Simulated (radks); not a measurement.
Results of a calculation; reference values are marked as such.
Q: All-electron atom: In3+ in [Kr] 4d10. Level of theory: Dirac Kohn-Sham, PBE, spin-unpolarised, spherical densities, point nucleus (a radial shooting solver on a logarithmic mesh with Libxc functionals).

Spin-orbit splittings of the eigenvalues, e(l+1/2) - e(l-1/2), with zeta = 2 splitting/(2l+1) and mean radii in bohr:

shell  occ.  splitting (eV)  zeta (eV)  <r> j=l-1/2  <r> j=l+1/2
2p        6           210.9      140.6       0.1085       0.1137
3p        6           38.09      25.39       0.3394       0.3505
3d       10               ?          ?       0.3223       0.3258
4p        6           6.653      4.435       0.9003       0.9302
4d       10          0.8873     0.3549        1.142        1.156

Estimate the 3d splitting.

A: 7.804 eV (zeta = 3.121 eV).
